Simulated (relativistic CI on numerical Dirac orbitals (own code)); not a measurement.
## d8 in a ligand field

Computed with a parametric ligand-field model of a d^n configuration (Racah B and C, spin-orbit zeta, crystal field), exact diagonalisation.

Field parameters in Wybourne normalisation: Oh B⁴₀ = 21Dq, B⁴₄ = √(5/14) B⁴₀. The field is a parameter set, without covalency.

B = 420 cm⁻¹, C = 2110 cm⁻¹ (C/B = 5.02), Oh, no spin-orbit coupling. Tanabe-Sugano data, E/B above the lowest term (Δ = |10Dq|; b, c mark the second and third term of a kind):

| Δ/B | 3A2 | 3T2 | 3T1 | 1E | 3T1(b) | 1A1 |
| --- | --- | --- | --- | --- | --- | --- |
| 1.0 | 0.00 | 1.00 | 1.79 | 15.77 | 16.21 | 22.82 |
| 3.0 | 0.00 | 3.00 | 5.29 | 16.62 | 18.71 | 24.21 |
| 5.0 | 0.00 | 5.00 | 8.68 | 17.05 | 21.32 | 25.41 |
| 7.0 | 0.00 | 7.00 | 11.92 | 17.29 | 24.08 | 26.45 |
| 9.0 | 0.00 | 9.00 | 15.00 | 17.44 | 27.00 | 27.33 |
| 11.0 | 0.00 | 11.00 | 17.92 | 17.54 | 30.08 | 28.10 |
| 13.0 | 0.00 | 13.00 | 20.68 | 17.61 | 33.32 | 28.76 |
| 15.0 | 0.00 | 15.00 | 23.29 | 17.67 | 36.71 | 29.33 |
| 17.0 | 0.00 | 17.00 | 25.79 | 17.71 | 40.21 | 29.84 |
| 19.0 | 0.00 | 19.00 | 28.19 | 17.74 | 43.81 | 30.27 |
| 21.0 | 0.00 | 21.00 | 30.51 | 17.77 | 47.49 | 30.66 |
| 23.0 | 0.00 | 23.00 | 32.78 | 17.79 | 51.22 | 31.00 |
| 25.0 | 0.00 | 25.00 | 35.00 | 17.81 | 55.00 | 31.31 |
| 27.0 | 0.00 | 27.00 | 37.18 | 17.83 | 58.82 | 31.58 |
| 29.0 | 0.00 | 29.00 | 39.34 | 17.84 | 62.66 | 31.82 |
| 31.0 | 0.00 | 31.00 | 41.47 | 17.86 | 66.53 | 32.04 |
| 33.0 | 0.00 | 33.00 | 43.58 | 17.87 | 70.42 | 32.24 |
| 35.0 | 0.00 | 35.00 | 45.68 | 17.88 | 74.32 | 32.43 |
| 37.0 | 0.00 | 37.00 | 47.77 | 17.89 | 78.23 | 32.59 |
| 39.0 | 0.00 | 39.00 | 49.84 | 17.90 | 82.16 | 32.75 |
| 41.0 | 0.00 | 41.00 | 51.91 | 17.90 | 86.09 | 32.89 |
| 43.0 | 0.00 | 43.00 | 53.97 | 17.91 | 90.03 | 33.02 |
| 45.0 | 0.00 | 45.00 | 56.03 | 17.92 | 93.97 | 33.13 |
| 47.0 | 0.00 | 47.00 | 58.08 | 17.92 | 97.92 | 33.25 |

The ground term stays 3A2.
